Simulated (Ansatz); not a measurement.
Consider the ligand exchange at the Si–N bond: `N[SiH](Cl)N[SiH3]` + `N[SiH](N)F` → `N[Si@H](F)N[Si@@H](N)Cl` + `N[SiH3]`.

Computed with Ansatz on PBE0-D4/def2-TZVP structures; ΔE is electronic, products minus reactants. CCSD(T)/CBS is the MP2 limit (def2-TZVPP, def2-QZVPP) plus CCSD(T) − MP2 in def2-TZVPP, frozen cores. This one scheme is used for every species. DFT in def2-TZVPP. B3LYP here is the variant with VWN-RPA as its local correlation; programs differ in this. Each species was taken in one conformer, which may not be the lowest.

```tsv
level	ΔE (eV)
B3LYP-D4	0.06
ωB97X-V	0.06
r2SCAN	0.07
PBE0	0.07
B3LYP	0.06
CCSD/def2-TZVPP	0.06
HF/def2-QZVPP	0.05
HF/CBS(def2)	0.05
```

Question: What does CCSD(T)/CBS give? (Best estimate.)

Answer: The calculation gave: +0.07 eV. The listed levels differ from it by -0.01, -0.01, 0.00, 0.00, -0.01, -0.01, -0.02, -0.02 eV.

Largest T1 diagnostic among the species: 0.010.
